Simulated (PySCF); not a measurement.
**Bonding in `CC(C)[Si@H](C)C[SiH3]`**

Compound: C5H16Si2.
SMILES with atom numbers: `[CH3:1][CH:2]([CH3:3])[Si@H:4]([CH3:5])[CH2:6][SiH3:7]` (hydrogens: H8, H9, H10 on C1; H11 on C2; H12, H13, H14 on C3; H15 on Si4; H16, H17, H18 on C5; H19, H20 on C6; H21, H22, H23 on Si7)

Structure used (PBE0-D3(BJ)/def2-SVP), in Å, numbered top down from 1:
```
atom  x, y, z in Å
C1    -1.0029   -0.6933    1.3979
C2    -0.8065    0.5139    0.4824
C3    -2.1397    1.0671   -0.0187
Si4    0.3688    0.1343   -0.9607
C5    -0.3905   -1.1259   -2.1355
C6     2.0280   -0.5042   -0.3238
Si7    2.9013    0.5854    0.9327
H8    -0.0527   -1.0502    1.8247
H9    -1.4639   -1.5381    0.8600
H10   -1.6686   -0.4481    2.2428
H11   -0.3035    1.3087    1.0655
H12   -2.0057    1.9556   -0.6559
H13   -2.6901    0.3161   -0.6094
H14   -2.7928    1.3571    0.8217
H15    0.6120    1.4131   -1.7075
H16    0.3137   -1.3780   -2.9435
H17   -1.3095   -0.7366   -2.6002
H18   -0.6440   -2.0588   -1.6075
H19    2.6992   -0.6406   -1.1899
H20    1.8831   -1.5046    0.1209
H21    4.2406    0.0281    1.2999
H22    2.0937    0.6991    2.1876
H23    3.1027    1.9636    0.3860
```

Bond orders from the PBE0/pcSseg-1 density (PySCF). Isolated species at its PBE0-D3(BJ)/def2-SVP geometry (one conformer only).

(1) How far do the computed orders between heavy atoms stray from the drawn ones?

(2) Set the Mayer orders of the bonds beside their lengths.

Results:

(1) The largest departure is 0.131, at C2–Si4 (drawn single, 0.869). Drawn single, order below 0.88: C2–Si4 (0.869).

(2) 
```tsv
bond	drawn as	length (Å)	Mayer order
C1–C2	single	1.528	1.029
C2–C3	single	1.528	1.040
C2–Si4	single	1.899	0.869
Si4–C5	single	1.883	0.969
Si4–C6	single	1.888	0.896
C6–Si7	single	1.878	0.929
C1–H8	single	1.101	0.962
C1–H9	single	1.103	0.960
C1–H10	single	1.103	0.965
C2–H11	single	1.107	0.925
C3–H12	single	1.102	0.963
C3–H13	single	1.103	0.963
C3–H14	single	1.103	0.964
Si4–H15	single	1.501	0.963
C5–H16	single	1.101	0.959
C5–H17	single	1.101	0.953
C5–H18	single	1.101	0.945
C6–H19	single	1.104	0.935
C6–H20	single	1.104	0.925
Si7–H21	single	1.496	0.945
Si7–H22	single	1.497	0.944
Si7–H23	single	1.496	0.945
```

By pair of heavy elements: C–C: all 2 within 0.02 of one another (1.029 to 1.040). C–Si: lowest C2–Si4 (0.869, 1.899 Å), highest Si4–C5 (0.969, 1.883 Å); in 1 of the 6 pairs the longer bond (by over 0.003 Å) has the higher order (by 0.02 or more).

**Question.** Sum the orders of all bonds at each heavy atom with more than one neighbour and set the sums beside the valence in the SMILES.

**Answer.** C1 3.916 (drawn 4), C2 3.863 (drawn 4), C3 3.930 (drawn 4), Si4 3.697 (drawn 4), C5 3.826 (drawn 4), C6 3.685 (drawn 4), Si7 3.763 (drawn 4). Orders between atoms that aren't bonded are not in these sums.

For a closed shell the Mayer order of atoms A and B is Σ (PS)μν (PS)νμ over the basis functions μ on A and ν on B, with P the density and S the overlap matrix.
